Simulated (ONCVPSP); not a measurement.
Scattering properties, ONCV potential for tellurium

- Element: Te (Z = 52)
- Generator: ONCVPSP 4.0.1
- Type: optimised norm-conserving Vanderbilt (ONCV)
- Functional: PBE
- Relativity: scalar-relativistic
- Frozen core: [Ar] 3d10
- Valence charge: 24
- Reference configuration: 4s2 4p6 4d10 5s2 5p4
- Partial waves: 4s+5s: rc 1.10 bohr, ncon 4, nbas 8, qcut 12.3 1/bohr, 2 projectors; 4p+5p: rc 1.30 bohr, ncon 3, nbas 8, qcut 10.4 1/bohr, 2 projectors; 4d: rc 1.20 bohr, ncon 5, nbas 10, qcut 13.5 1/bohr, 2 projectors, debl 0.8 Ha
- Local potential: polynomial inside 0.95 bohr (lpopt 5, dvloc0 1 Ha)
- Core correction: Teter function, fcfact 1.75, rcfact 1.75

In the d channel the program set the typed energies aside and used -1.531, 0.250 Ha.

The phase is arctan(r·R′/R) of the radial function R(r), unwrapped; energies in Ha, scanned from -8 to 5 Ha. A pole is an energy at which the radial function vanishes at the test radius. The pseudo phase is shifted by a multiple of π to meet the all-electron one at the reference energy, and phase errors are pseudo minus all-electron; the curves can meet again beyond the range given. Levels narrower than the energy grid can be missing from the lists of poles.

Question: For each channel, where are the poles, and over which energies does the pseudopotential scatter like the atom?

Answer:

```json
{"channel": "s", "radius (bohr)": "1.12", "reference energy (Ha)": "-0.56", "poles, all-electron": "-4.37", "poles, pseudo": "-4.37", "unbroken range about the reference energy with phases within 0.05 rad": "the whole range", "phase error 1 Ha above the reference energy (rad)": "+0.000"}
{"channel": "p", "radius (bohr)": "1.32", "reference energy (Ha)": "-0.22", "poles, all-electron": "-3.41", "poles, pseudo": "-3.41", "unbroken range about the reference energy with phases within 0.05 rad": "the whole range", "phase error 1 Ha above the reference energy (rad)": "-0.000"}
{"channel": "d", "radius (bohr)": "1.22", "reference energy (Ha)": "-1.53", "poles, all-electron": "0.40", "poles, pseudo": "0.41", "unbroken range about the reference energy with phases within 0.05 rad": "the whole range", "phase error 1 Ha above the reference energy (rad)": "+0.000"}
```

Phases in the p channel:

```tsv
E (Ha)	all-electron	pseudo
-7.96	1.230	1.230
-7.24	1.172	1.172
-6.52	1.067	1.067
-5.80	0.811	0.811
-5.08	-0.157	-0.157
-4.36	-1.230	-1.230
-3.64	-1.522	-1.522
-2.92	-1.649	-1.649
-2.20	-1.733	-1.733
-1.48	-1.807	-1.807
-0.76	-1.887	-1.887
-0.04	-1.991	-1.991
0.68	-2.147	-2.148
1.40	-2.422	-2.422
2.12	-2.928	-2.931
2.84	-3.583	-3.588
3.56	-4.024	-4.030
4.28	-4.258	-4.263
5.00	-4.391	-4.396
```
